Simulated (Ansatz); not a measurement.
Correlation energies of CH3BO2Zn (`O[B]1O[CH2][Zn]1`) by basis set

```xyz
8

O     2.1855   -0.5019   -0.0961
B     0.9616    0.0552   -0.1479
O    -0.1493   -0.6209    0.2568
C    -1.4601   -0.0220    0.2006
Zn   -0.4413    1.5989   -0.5532
H     2.8676    0.0921   -0.4125
H    -1.8723    0.0177    1.2082
H    -2.0918   -0.6192   -0.4559
```

Charge 0, multiplicity 1. For Zn the d shell is correlated and the shells below it are frozen. Scalar relativity is left out up to krypton. All single points use the PBE0-D4/def2-TZVP geometry. It is one conformer, not always the lowest. Frozen core, restricted reference, Ansatz.

```tsv
basis	HF (Eh)	MP2 corr.	CCSD corr.	(T)	CCSD(T) total
def2-SVP	-1991.40462	-0.89526	-0.89737	-0.02942	-1992.33141
def2-TZVPP	-1991.90729	-1.24835	-1.21344	-0.04930	-1993.17003
def2-QZVPP	-1991.95859	-1.33902	–	–	–
```
